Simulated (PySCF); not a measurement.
Atoms are numbered as in `[CH2:1]=[C:2]([CH3:3])/[C:4]([SiH3:5])=[CH:6]/[SiH3:7]`; H(Xn) means a hydrogen on atom n. Ha(C1) is cis to C3; Hb(C1) is trans to C3.

Geometry: GFN2-xTB; GIAO shifts from PySCF 2.14.0 with density-fitted response routines, gas phase, non-relativistic, averaged over equivalent atoms.

At OPBE/pcSseg-1 (193 basis functions, 49 s wall time on 1 thread of an Arm Neoverse V1, shared host):
| atoms | δ (ppm) |
| --- | --- |
| C4 | 161.5 |
| C2 | 155.8 |
| C6 | 132.7 |
| C1 | 110.2 |
| C3 | 25.2 |
| Si5 | -81.4 |
| Si7 | -85.9 |
| H(C6) | 7.02 |
| Hb(C1) | 5.14 |
| Ha(C1) | 4.99 |
| H(Si5) | 4.28 |
| H(Si7) | 4.23 |
| H(C3) | 2.01 |

Referencing at the same level of theory: $^{13}$C (σref 187.50), $^{29}$Si (σref 356.49), $^{1}$H (σref 31.67) against TMS.

Q: What do these become at wB97X/IGLO-II?

A: 
| atoms | δ at wB97X/IGLO-II | change |
| --- | --- | --- |
| C4 | 171.2 | +9.7 |
| C2 | 164.3 | +8.5 |
| C6 | 140.4 | +7.7 |
| C1 | 115.8 | +5.6 |
| C3 | 24.2 | -1.0 |
| Si5 | -79.2 | +2.2 |
| Si7 | -84.1 | +1.8 |
| H(C6) | 6.95 | -0.07 |
| Hb(C1) | 5.02 | -0.12 |
| Ha(C1) | 4.90 | -0.09 |
| H(Si5) | 4.58 | +0.30 |
| H(Si7) | 4.51 | +0.28 |
| H(C3) | 1.91 | -0.10 |

δ = σ(ref) − σ, references computed at the same level: $^{13}$C (σ = 191.87 ppm), $^{29}$Si (σ = 357.63 ppm), $^{1}$H (σ = 32.24 ppm) vs TMS.

The largest change is at C4 (fully substituted alkene carbon). Cost: 252 basis functions, 57 s wall time on 1 thread of an Arm Neoverse V1, shared host. The order of the carbon signals is the same at both levels.
